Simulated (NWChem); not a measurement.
Molecule: CH$_{3}$IMgO; SMILES C[O][Mg][I]

```xyz
7

Mg     0.0000     0.0000    -1.0548
I      0.0000     0.0000     1.4970
O      0.0000     0.0000    -2.8166
C      0.0000     0.0000    -4.1899
H     -0.0307     1.0264    -4.6067
H      0.9042    -0.4866    -4.6067
H     -0.8735    -0.5398    -4.6067
```
Atoms are numbered in this order, from 1.

All runs: NWChem. Structure relaxed at the PBE0/def2-SVP level. def2 effective core potentials on I; no spin-orbit coupling. Vertical excitations in the gas phase.

Estimate the computed values for B3LYP/def2-SVP, TDA. Quantities: lowest excitation, singlet (eV); oscillator strength of that lowest state; lowest state with f > 0.02, singlet (eV); oscillator strength of that bright state; orbital gap (eV).


```
Quantity                                  Value
----------------------------------------  -----
lowest excitation, singlet (eV)            4.33
oscillator strength of that lowest state  0.003
lowest state with f > 0.02, singlet (eV)   4.67
oscillator strength of that bright state  0.062
orbital gap (eV)                           5.33
```
